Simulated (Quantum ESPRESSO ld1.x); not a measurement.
Problem. All-electron atom: Gd21+ in [Kr] 4d7. Method: scalar-relativistic Kohn-Sham, LDA (Slater exchange, Perdew-Wang correlation), spin-polarised, spherical densities, point nucleus; open shells are filled with parallel spins first; computed with ld1.x of Quantum ESPRESSO 7.5. Some entries of the table are withheld. Estimate them.

orbital  occ.  eigenvalue (eV)  <r> (bohr)
1s up       1         -50639.9     0.02192
1s down     1         -50639.8     0.02192
2s up       1         -8850.81     0.09334
2s down     1         -8848.69     0.09334
2p up       3         -7943.47     0.08240
2p down     3         -7941.72     0.08239
3s up       1         -2409.81      0.2439
3s down     1         -2408.38      0.2438
3p up       3         -2128.74      0.2422
3p down     3         -2127.22      0.2421
3d up       5         -1758.82      0.2201
3d down     5         -1756.88      0.2201
4s up       1         -901.481         (1)
4s down     1         -896.341         (2)
4p up       3              (3)      0.5460
4p down     3              (4)      0.5464
4d up       5         -667.717      0.5631
4d down     2         -662.718      0.5638

Solution. 
(1) 4s up <r> (bohr): 0.5257
(2) 4s down <r> (bohr): 0.5259
(3) 4p up eigenvalue (eV): -803.008
(4) 4p down eigenvalue (eV): -797.940
